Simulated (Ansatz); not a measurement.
`CC(C)O[SiH3]` and `CC(C)[Si]N` differ in one atom or group.

Ansatz, PBE0-D4/def2-TZVP geometries, multiplicity 1. Each molecule was computed in one conformer, which needn't be the lowest.

```csv
property,`CC(C)O[SiH3]`
HOMO energy (B3LYP/def2-TZVPP) / eV,-7.82
LUMO energy (B3LYP/def2-TZVPP) / eV,0.17
HOMO–LUMO gap (B3LYP/def2-TZVPP) / eV,7.99
HOMO–LUMO gap (PBE0/def2-TZVPP) / eV,8.43
HOMO–LUMO gap (PBE/def2-TZVPP) / eV,6.08
HOMO energy (ωB97M-V/def2-TZVPP) / eV,-10.39
```

Q: Give the same properties after the change, and the shifts. (Estimate.)

A: Computed: 
| property | `CC(C)[Si]N` | shift |
| --- | --- | --- |
| HOMO energy (B3LYP/def2-TZVPP) / eV | -5.70 | 2.12 |
| LUMO energy (B3LYP/def2-TZVPP) / eV | -1.24 | -1.41 |
| HOMO–LUMO gap (B3LYP/def2-TZVPP) / eV | 4.46 | -3.53 |
| HOMO–LUMO gap (PBE0/def2-TZVPP) / eV | 4.81 | -3.62 |
| HOMO–LUMO gap (PBE/def2-TZVPP) / eV | 2.94 | -3.14 |
| HOMO energy (ωB97M-V/def2-TZVPP) / eV | -7.96 | 2.43 |

With PBE0 the HOMO rises by 2.17 eV and the LUMO falls by 1.46 eV, so the gap narrows by about 3.63 eV. PBE moves the HOMO by 1.72 eV and ωB97M-V by 2.43 eV. The zero-point energy changes by -9.1 kJ/mol with -3 modes.

B3LYP here is the variant with VWN-RPA as its local correlation; programs differ in this.
